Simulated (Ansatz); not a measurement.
H4P2, SMILES PP.

Geometry: TPSSh-D3(BJ)/def2-TZVP.

Two levels are set side by side: PBE/def2-TZVPD (Ansatz, a first-principles code) and PBE0/def2-TZVPD (Ansatz). Energy differences of separate SCF runs at the same geometry; the states with an electron removed or added have multiplicity 2 and 2. Differences are taken from unrounded values.

```json
[
 {"quantity": "vertical ionisation energy (eV)", "PBE0": "9.03", "PBE": "8.92", "PBE minus PBE0": "-0.10"},
 {"quantity": "vertical singlet–triplet gap (eV)", "PBE0": "4.22", "PBE": "4.10", "PBE minus PBE0": "-0.13"}
]
```
